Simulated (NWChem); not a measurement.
System: C4H4F2; SMILES C=CC=C(F)F

Input file for NWChem:

```
start job
memory heap 200 mb stack 700 mb global 900 mb
geometry units angstroms noautoz
  C      0.164047    -2.735693     0.000000
  C     -0.301691    -1.478886     0.000000
  C      0.537921    -0.296276     0.000000
  C      0.059964     0.949945     0.000000
  F      0.799594     2.029771     0.000000
  F     -1.212474     1.265558     0.000000
  H      1.237206    -2.949190     0.000000
  H     -0.515598    -3.590373     0.000000
  H     -1.383701    -1.309285     0.000000
  H      1.625103    -0.397804     0.000000
end
basis spherical
  C library 6-31+g*
  F library 6-31+g*
  H library 6-31+g*
end
dft
  xc b3lyp
  iterations 150
end
tddft
  nroots 6
  notriplet
end
task tddft energy
```

NWChem printed, in part:

```
             Northwest Computational Chemistry Package (NWChem) 7.3.0
             --------------------------------------------------------

 CS  symmetry detected

                             Geometry "geometry" -> ""
                             -------------------------

 Output coordinates in angstroms (scale by  1.889725989 to convert to a.u.)

  No.       Tag          Charge          X              Y              Z
 ---- ---------------- ---------- -------------- -------------- --------------
    1 C                    6.0000     0.16330585    -2.73672293     0.00000000
    2 C                    6.0000    -0.30217699    -1.47982140     0.00000000
    3 C                    6.0000     0.53767507    -0.29738188     0.00000000
    4 C                    6.0000     0.05997108     0.94893613     0.00000000
    5 F                    9.0000     0.79982028     2.02861195     0.00000000
    6 F                    9.0000    -1.21240282     1.26480744     0.00000000
    7 H                    1.0000     1.23642149    -2.95043779     0.00000000
    8 H                    1.0000    -0.51651265    -3.59126493     0.00000000
    9 H                    1.0000    -1.38415254    -1.31000074     0.00000000
   10 H                    1.0000     1.62483644    -0.39913059     0.00000000

 Effective nuclear repulsion energy (a.u.)     218.2344891083

      Symmetry information
      --------------------

 Group name             Cs
 Group number              2
 Group order               2
 No. of unique centers    10

                                 NWChem DFT Module
                                 -----------------

 Summary of "ao basis" -> "ao basis" (spherical)
 ------------------------------------------------------------------------------
       Tag                 Description            Shells   Functions and Types
 ---------------- ------------------------------  ------  ---------------------
 C                          6-31+g*                  8       18   4s3p1d
 F                          6-31+g*                  8       18   4s3p1d
 H                          6-31+g*                  2        2   2s

      Symmetry analysis of basis
      --------------------------

        a'         86
        a"         30

            General Information
            -------------------
          SCF calculation type: DFT
          Wavefunction type:  closed shell.
          No. of atoms     :    10
          No. of electrons :    46
           Alpha electrons :    23
            Beta electrons :    23
          Charge           :     0
          Spin multiplicity:     1
          Use of symmetry is: off; symmetry adaption is: on
          Maximum number of iterations: 150
          AO basis - number of functions:   116
                     number of shells:    56
          Convergence on energy requested:  1.00D-06
          Convergence on density requested:  1.00D-05
          Convergence on gradient requested:  5.00D-04

              XC Information
              --------------
                         B3LYP Method XC Potential
                     Hartree-Fock (Exact) Exchange  0.200
                        Slater Exchange Functional  0.800 local
                    Becke 1988 Exchange Functional  0.720 non-local
              Lee-Yang-Parr Correlation Functional  0.810
                  VWN I RPA Correlation Functional  0.190 local

             Grid Information
             ----------------
          Grid used for XC integration:  medium
          Radial quadrature: Mura-Knowles
          Angular quadrature: Lebedev.
          Tag              B.-S. Rad. Rad. Pts. Rad. Cut. Ang. Pts.
          ---              ---------- --------- --------- ---------
          C                   0.70       49          13.0       434
          F                   0.50       49          14.0       434
          H                   0.35       45          14.0       434
          Grid pruning is: on
          Number of quadrature shells:   474
          Spatial weights used:  Erf1

      Superposition of Atomic Density Guess
      -------------------------------------

 Sum of atomic energies:        -351.40340825

      Non-variational initial energy
      ------------------------------

 Total energy =    -354.377918
 1-e energy   =    -915.118856
 2-e energy   =     342.506449
 HOMO         =      -0.234827
 LUMO         =      -0.000145

      Symmetry analysis of molecular orbitals - initial
      -------------------------------------------------

  Numbering of irreducible representations:

     1 a'          2 a"

  Orbital symmetries:

     1 a'          2 a'          3 a'          4 a'          5 a'
     6 a'          7 a'          8 a'          9 a'         10 a'
    11 a'         12 a'         13 a'         14 a'         15 a"
    16 a"         17 a'         18 a'         19 a'         20 a'
    21 a'         22 a"         23 a"         24 a"         25 a'
    26 a'         27 a'         28 a'         29 a"         30 a'
    31 a"         32 a'         33 a'

 !! scf_movecs_sym_adapt:    1 vectors were symmetry contaminated

  Symmetry fudging

   convergence    iter        energy       DeltaE   RMS-Dens  Diis-err
 ---------------- ----- ----------------- --------- --------- ---------
 d= 0,ls=0.0,diis     1   -354.3397674352 -5.73D+02  1.90D-02  1.19D+00

 !! scf_movecs_sym_adapt:    2 vectors were symmetry contaminated

  Symmetry fudging
 d= 0,ls=0.0,diis     2   -354.1943284285  1.45D-01  1.17D-02  2.56D+00

 !! scf_movecs_sym_adapt:    2 vectors were symmetry contaminated

  Symmetry fudging
 d= 0,ls=0.0,diis     3   -354.4691188489 -2.75D-01  4.44D-03  6.73D-02

 !! scf_movecs_sym_adapt:    2 vectors were symmetry contaminated

  Symmetry fudging
 d= 0,ls=0.0,diis     4   -354.4740780643 -4.96D-03  1.73D-03  4.23D-02
 d= 0,ls=0.0,diis     5   -354.4795568104 -5.48D-03  2.09D-04  8.67D-04
  Resetting Diis
 d= 0,ls=0.0,diis     6   -354.4796291724 -7.24D-05  1.59D-04  6.42D-05
 d= 0,ls=0.0,diis     7   -354.4796374202 -8.25D-06  5.73D-05  7.29D-06
 d= 0,ls=0.0,diis     8   -354.4796354080  2.01D-06  3.30D-05  2.35D-05
 d= 0,ls=0.0,diis     9   -354.4796383214 -2.91D-06  2.96D-06  6.15D-08
 d= 0,ls=0.0,diis    10   -354.4796383292 -7.81D-09  1.09D-06  5.75D-09

         Total DFT energy =     -354.479638329234
      One electron energy =     -918.184738895382
           Coulomb energy =      389.537560785759
    Exchange-Corr. energy =      -44.066949327904
 Nuclear repulsion energy =      218.234489108293

 Numeric. integr. density =       45.999992493601

                  Occupations of the irreducible representations
                  ----------------------------------------------

                     irrep           alpha         beta
                     --------     --------     --------
                     a'               19.0         19.0
                     a"                4.0          4.0

                       DFT Final Molecular Orbital Analysis
                       ------------------------------------

 Vector   21  Occ=2.000000D+00  E=-3.744677D-01  Symmetry=a'
              MO Center= -1.4D-02, -2.0D+00,  2.3D-11, r^2= 2.8D+00
   Bfn.  Coefficient  Atom+Function         Bfn.  Coefficient  Atom+Function
  ----- ------------  ---------------      ----- ------------  ---------------
    21     -0.300052   2 C  px                3      0.295745   1 C  px
   113      0.215230   9 H  s               109      0.199623   7 H  s
    39      0.188482   3 C  px              114      0.188288   9 H  s
   110      0.181005   7 H  s               111     -0.173824   8 H  s
    40      0.148728   3 C  py              112     -0.145869   8 H  s

[...]

                                NWChem TDDFT Module
                                -------------------

            General Information
            -------------------
           No. of orbitals :     232
            Alpha orbitals :     116
             Beta orbitals :     116
        Alpha frozen cores :       0
         Beta frozen cores :       0
     Alpha frozen virtuals :       0
      Beta frozen virtuals :       0
         Spin multiplicity :       1
    Number of AO functions :     116
        Use of symmetry is : off
      Symmetry adaption is : on
         Schwarz screening :  0.10D-07

              XC Information
              --------------
                  B3LYP Method XC Potential
              Hartree-Fock (Exact) Exchange   0.20
                 Slater Exchange Functional   0.80 local
             Becke 1988 Exchange Functional   0.72 non-local
       Lee-Yang-Parr Correlation Functional   0.81
           VWN I RPA Correlation Functional   0.19 local

             TDDFT Information
             -----------------
          Calculation type : TDDFT
         Wavefunction type : Restricted singlets
          No. of electrons :      46
           Alpha electrons :      23
            Beta electrons :      23
              No. of roots :       6
          Max subspacesize :    5200
            Max iterations :     100
               Target root :       1
           Target symmetry : none
      Symmetry restriction : off
                 Algorithm : Optimal
        Davidson threshold :  0.10D-03

    6 smallest eigenvalue differences (eV)
--------------------------------------------------------
  No. Spin  Occ  Vir  Irrep   E(Occ)    E(Vir)   E(Diff)
--------------------------------------------------------
    1    1   23   24 a'       -0.239    -0.037     5.501
    2    1   23   25 a"       -0.239     0.005     6.648
    3    1   23   26 a"       -0.239     0.022     7.114
    4    1   23   27 a"       -0.239     0.026     7.234
    5    1   23   28 a'       -0.239     0.039     7.574
    6    1   23   29 a"       -0.239     0.049     7.853
--------------------------------------------------------

  Entering Davidson iterations
  Restricted singlet excited states

  Iter   NTrls   NConv    DeltaV     DeltaE      Time
  ----  ------  ------  ---------  ---------  ---------
    1      6       0     0.32E+00   0.10+100       13.8
    2     18       0     0.67E-01   0.28E-01       23.0
    3     30       0     0.23E-01   0.17E-02       26.7
    4     42       0     0.62E-02   0.19E-03       23.7
    5     54       0     0.21E-02   0.22E-04       22.3
    6     66       2     0.81E-03   0.26E-05       25.1
    7     74       4     0.22E-03   0.28E-06       16.4
    8     78       6     0.88E-04   0.23E-07       14.8
  ----  ------  ------  ---------  ---------  ---------
  Convergence criterion met

  Ground state a'       -354.479638329234 a.u.

  ----------------------------------------------------------------------------
  Root   1 singlet a'             0.210065487 a.u.                5.7162 eV
  ----------------------------------------------------------------------------
     Transition Moments    X -0.18349   Y  2.10121   Z -0.00000
     Dipole Oscillator Strength                    0.6230193471
     Electric Quadrupole                           0.0000009970
     Magnetic Dipole                               0.0000000230
     Total Oscillator Strength                     0.6230203671

     Occ.   22  a"  ---  Virt.   24  a"  -0.08487 X
     Occ.   23  a"  ---  Virt.   24  a"   0.96606 X
     Occ.   23  a"  ---  Virt.   24  a"  -0.13383 Y
     Occ.   23  a"  ---  Virt.   28  a"  -0.22820 X
     Occ.   23  a"  ---  Virt.   30  a"   0.06153 X
     Occ.   23  a"  ---  Virt.   34  a"   0.05945 X
  ----------------------------------------------------------------------------
  Root   2 singlet a"             0.210923067 a.u.                5.7395 eV
  ----------------------------------------------------------------------------
     Transition Moments    X -0.00000   Y  0.00000   Z  0.01850
     Dipole Oscillator Strength                    0.0000481163
     Electric Quadrupole                           0.0000001577
     Magnetic Dipole                               0.0000002869
     Total Oscillator Strength                     0.0000485609

     Occ.   23  a"  ---  Virt.   25  a'  -0.99555 X
     Occ.   23  a"  ---  Virt.   29  a'   0.05421 X
  ----------------------------------------------------------------------------
  Root   3 singlet a"             0.230260605 a.u.                6.2657 eV
  ----------------------------------------------------------------------------
     Transition Moments    X  0.00000   Y -0.00000   Z  0.41114
     Dipole Oscillator Strength                    0.0259480227
     Electric Quadrupole                           0.0000001962
     Magnetic Dipole                               0.0000004041
     Total Oscillator Strength                     0.0259486230

     Occ.   22  a"  ---  Virt.   25  a'  -0.05745 X
     Occ.   23  a"  ---  Virt.   26  a'   0.86085 X
     Occ.   23  a"  ---  Virt.   27  a'   0.50085 X
  ----------------------------------------------------------------------------
  Root   4 singlet a"             0.231889476 a.u.                6.3100 eV
  ----------------------------------------------------------------------------
     Transition Moments    X -0.00000   Y  0.00000   Z -0.14966
     Dipole Oscillator Strength                    0.0034627227
     Electric Quadrupole                           0.0000000694
     Magnetic Dipole                               0.0000001828
     Total Oscillator Strength                     0.0034629749

     Occ.   23  a"  ---  Virt.   26  a'  -0.49835 X
     Occ.   23  a"  ---  Virt.   27  a'   0.85855 X
     Occ.   23  a"  ---  Virt.   29  a'  -0.07319 X
  ----------------------------------------------------------------------------
  Root   5 singlet a'             0.250616792 a.u.                6.8196 eV
  ----------------------------------------------------------------------------
     Transition Moments    X  0.09374   Y -0.65535   Z  0.00000
     Dipole Oscillator Strength                    0.0732257424
     Electric Quadrupole                           0.0000000268
     Magnetic Dipole                               0.0000004072
     Total Oscillator Strength                     0.0732261764

     Occ.   22  a"  ---  Virt.   24  a"  -0.40125 X
     Occ.   23  a"  ---  Virt.   24  a"  -0.23209 X
     Occ.   23  a"  ---  Virt.   24  a"   0.05474 Y
     Occ.   23  a"  ---  Virt.   28  a"  -0.87832 X
     Occ.   23  a"  ---  Virt.   30  a"  -0.05948 X
     Occ.   23  a"  ---  Virt.   34  a"  -0.06161 X
  ----------------------------------------------------------------------------
  Root   6 singlet a"             0.256180017 a.u.                6.9710 eV
  ----------------------------------------------------------------------------
     Transition Moments    X -0.00000   Y  0.00000   Z  0.01758
     Dipole Oscillator Strength                    0.0000528028
     Electric Quadrupole                           0.0000000674
     Magnetic Dipole                               0.0000002694
     Total Oscillator Strength                     0.0000531396

     Occ.   23  a"  ---  Virt.   25  a'  -0.05001 X
     Occ.   23  a"  ---  Virt.   27  a'  -0.07111 X
     Occ.   23  a"  ---  Virt.   29  a'  -0.98433 X
     Occ.   23  a"  ---  Virt.   31  a'   0.06858 X
     Occ.   23  a"  ---  Virt.   32  a'   0.05859 X
     Occ.   23  a"  ---  Virt.   40  a'  -0.06933 X

              Target root =      1
          Target symmetry = none
      Ground state energy =   -354.479638329234
        Excitation energy =      0.210065487468
     Excited state energy =   -354.269572841766

  stored tddft:energy   -354.26957284176643
```

Level: B3LYP/6-31+G* (spherical d), full TDDFT. Geometry: optimised at PBE0/def2-SVP. B3LYP is NWChem's, with the RPA form of VWN correlation.
